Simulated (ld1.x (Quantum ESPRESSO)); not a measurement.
# Ni, TM: configuration errors across variants

```
Element                 : nickel
Generator               : ld1.x (Quantum ESPRESSO) 7.5
Type                    : norm-conserving Troullier–Martins (Kleinman–Bylander form)
Functional              : LDA (PZ)
Relativity              : non-relativistic
Frozen core             : [Ne]
Valence charge          : 18
Reference configuration : 3s2 3p6 3d8 4s1.75 4p0.25
Partial waves           : 3s (bound): rc 1.05 bohr; 3d (bound): rc 1.25 bohr; 3p (bound): rc 1.30 bohr
Local potential         : the p channel
Core correction         : none
```

Occupied shells without a wave of their own: 4p, 4s. They enter only through the test configuration that unscreens the potential.

All-electron excitation energies from the reference (eV): (1) 3s2 3p6 3d8 4s2 4p0 -1.099; (2) 3s2 3p6 3d8 4s1 4p0 8.326; (3) 3s2 3p6 3d8 4s0 4p0 25.697; (4) 3s2 3p6 3d8 4s0 4p1 13.882; (5) 3s2 3p6 3d7 4s2 4p0 15.708; (6) 3s2 3p6 3d9 4s1 4p0 -3.115; (7) 3s2 3p6 3d9 4s0 4p0 4.860; (8) 3s2 3p6 3d8 4s1.75 4p0.25 spin -1.007; (9) 3s2 3p6 3d8 4s2 4p0 spin -2.017.

Spin tests fill each open shell by Hund’s rule, majority spin first.

For the base: The 4p, 4s levels have no wave, so the channel is fitted at the deeper level alone: the likely source of the large errors.

On the changes marked as counting shells twice: ld1.x takes every shell without a wave as core, so the model core holds the marked electrons as well and exchange and correlation see them twice. This cancels in the reference configuration, but the file is broken for other ones, and its errors say nothing about a proper core correction.

Tests that are not counted but printed errors over 1 eV. “wave 3p (bound): rc 1.30 bohr becomes 3p (bound): rc 1.96 bohr”: 3s2 3p6 3d9 4s1 4p0 (solver errors, printed error -4193 eV).

2 further variants failed, have other tests or another functional or relativity, and are left out.

The file “wave 3p (bound): rc 1.30 bohr becomes 3p (bound): rc 1.96 bohr” misses its own reference levels by 0.8 eV. The file “wave 3s (bound): rc 1.05 bohr becomes 3s (bound): rc 1.30 bohr” misses its own reference levels by 0.5 eV.

Errors AE − PS in meV (a dash: test not solved or not reliable):

```csv
change,(1),(2),(3),(4),(5),(6),(7),(8),(9),bound ghosts
base,+56,-230,-685,-550,+120,-116,-390,+99,+151,none
"core correction a·sin(br)/r model core inside 0.82 bohr (4p, 4s counted twice)",+52,-377,-1379,-662,+59,-135,-728,+75,+138,none
type RRKJ,+35,-150,-441,-350,+86,-74,-245,+84,+117,none
wave 3p (bound): rc 1.30 bohr becomes 3p (bound): rc 1.96 bohr,-86,+929,+2348,+1044,+159,–,+1556,+93,+18,none
wave 3s (bound): rc 1.05 bohr becomes 3s (bound): rc 1.30 bohr,+132,-533,-1595,-1305,+269,-275,-922,+103,+228,none
```

**Question.** Give the same row for: wave 3d (bound): rc 1.25 bohr becomes 3d (bound): rc 1.26 bohr.

**Answer.** +56, -230, -685, -550, +121, -116, -389, +95, +148; bound ghosts: none.
